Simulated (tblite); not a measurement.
C₈H₁₇P.
Atom-mapped SMILES: `[CH3:1][CH2:2][CH2:3][P:4]1[CH2:5][CH2:6][C@@H:7]([CH3:8])[CH2:9]1` (hydrogens: H10, H11, H12 on C1; H13, H14 on C2; H15, H16 on C3; H17, H18 on C5; H19, H20 on C6; H21 on C7; H22, H23, H24 on C8; H25, H26 on C9)

Geometry (GFN2-xTB, Å), atoms numbered from 1 in this order:
```xyz
26
C8H17P angstrom
C      3.8491    0.0469    0.3730
C      2.6874   -0.6664   -0.3085
C      1.4606    0.2327   -0.4155
P      0.0684   -0.6139   -1.3273
C     -0.6616   -1.5916    0.0905
C     -1.5879   -0.6571    0.8585
C     -2.3147    0.1850   -0.1886
C     -3.1416    1.3090    0.4227
C     -1.2307    0.7222   -1.1258
H      4.7089   -0.6139    0.4563
H      4.1440    0.9258   -0.1970
H      3.5664    0.3684    1.3737
H      2.4353   -1.5680    0.2551
H      2.9873   -0.9823   -1.3103
H      1.1269    0.5472    0.5775
H      1.7159    1.1286   -0.9899
H      0.1266   -2.0194    0.7110
H     -1.2322   -2.4187   -0.3396
H     -2.2898   -1.2167    1.4794
H     -1.0107    0.0016    1.5113
H     -2.9769   -0.4753   -0.7595
H     -3.6145    1.9012   -0.3578
H     -3.9198    0.9051    1.0665
H     -2.5107    1.9660    1.0186
H     -1.6440    0.9921   -2.0992
H     -0.7627    1.6144   -0.7021
```

Computed with GFN2-xTB (tblite): harmonic, unscaled wavenumbers at the GFN2-xTB geometry, gas phase. The method is semi-empirical: single wavenumbers can be off by several per cent or more. One conformer, not necessarily the lowest.

Harmonic wavenumbers (cm⁻¹): 46.3, 67.6, 88.4, 142.4, 186.3, 218.5, 234.2, 257.9, 277.2, 306.7, 355.5, 423.5, 446.6, 502.9, 680.1, 738.8, 739.9, 746.5, 792.4, 833.4, 866.0, 881.6, 937.4, 948.1, 968.0, 1010.1, 1017.8, 1035.3, 1068.6, 1082.2, 1103.6, 1114.5, 1131.4, 1177.5, 1211.6, 1213.5, 1222.6, 1224.2, 1257.2, 1271.9, 1286.4, 1320.6, 1339.3, 1344.3, 1413.5, 1415.5, 1444.8, 1453.2, 1461.1, 1493.0, 1495.4, 1501.6, 1503.1, 1504.3, 1506.6, 2926.7, 2928.5, 2940.1, 2947.2, 2951.3, 2961.6, 2968.4, 2976.5, 2977.6, 2979.8, 2983.6, 3022.9, 3024.9, 3029.2, 3029.5, 3035.5, 3035.7.

A = 2676, B = 671.3, C = 663.7 MHz; mass 144.107 u (most abundant isotopes); point group C1, symmetry number 1.

Task: Zero-point energy?

Result: ½Σν̃ = 51015 cm⁻¹ = 610.28 kJ/mol.

Task: What is S at 298.15 K and 1 bar for an ideal gas of classical rigid rotors and harmonic oscillators?

Result: Translation 170.85, rotation 125.43, vibration 138.35: S = 434.6 J/(mol K).

Task: And Cp and H(298.15 K) − H(0)?

Result: Cp = 183.96 J/(mol K), of which vibrations give 150.71 (their classical limit is 72 R = 598.6); H(298.15 K) − H(0) = 31.96 kJ/mol without the zero-point energy, 22.05 from vibrations.

Task: What must be added to the electronic energy to get the Gibbs energy at 298.15 K and 1 bar?

Result: ZPE + [H(298.15 K) − H(0)] − T·S = 610.28 + 31.96 − 129.58 = 512.66 kJ/mol.

Task: How do the functions run with temperature in this model?

Result: 
```tsv
T (K)	S (J/(mol K))	Cp (J/(mol K))	H − H(0) (kJ/mol)	G − H(0) (kJ/mol)	ln q(vib)
150	338.2	108.8	10.54	-40.19	3.34
250	404.7	157.2	23.76	-77.41	6.31
400	496.9	242.0	53.68	-145.07	10.81
600	614.0	337.1	112.12	-256.30	16.94
900	770.1	431.5	228.54	-464.54	26.03
```

q(vib) and H(0) count from the zero-point level.

Task: Blend soft modes into free rotors: weight 1/[1 + (100 cm⁻¹/ν̃)⁴] for the oscillator and the rest for a rotor with moment μB/(μ + B), μ = h/(8π²ν), B = 10⁻⁴⁴ kg m². What vibrational entropy results?

Result: 127.60 J/(mol K) in place of 138.35, which changes −T·S at 298.15 K by +3.20 kJ/mol.

Task: Which modes carry the vibrational entropy at 298.15 K?

Result: 46.3 cm⁻¹: 20.79; 67.6 cm⁻¹: 17.67; 88.4 cm⁻¹: 15.46; 142.4 cm⁻¹: 11.60; 186.3 cm⁻¹: 9.47; 218.5 cm⁻¹: 8.25 J/(mol K); the other 66 give 55.11 together.

Hindered rotation and anharmonicity are outside this model. Other conformers, if any are populated, would add a mixing term that is left out. The structure is chiral; the term R ln 2 for an equal mix with its mirror image is left out.
